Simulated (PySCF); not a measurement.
## Correlation energy of Mn (manganese, neutral)

[Ar] 3d5 4s2, high-spin 6S determinant. Computed with PySCF 2.14 in x2c-TZVPPall, with the spin-free X2C one-electron Hamiltonian (Gaussian nucleus). Frozen: [Ar]; 7 electrons correlated.

```json
{"level": "CCSD", "correlation energy (mhartree)": "-132.68"}
{"level": "(T)", "correlation energy (mhartree)": "-3.79"}
{"level": "CCSD(T)", "correlation energy (mhartree)": "-136.47"}
```

Diagnostics: T1 = 0.022, D1 = 0.0706, largest double amplitude 0.122.

Cost of the coupled-cluster step: of the order of 10 core-seconds, for 7 correlated electrons.
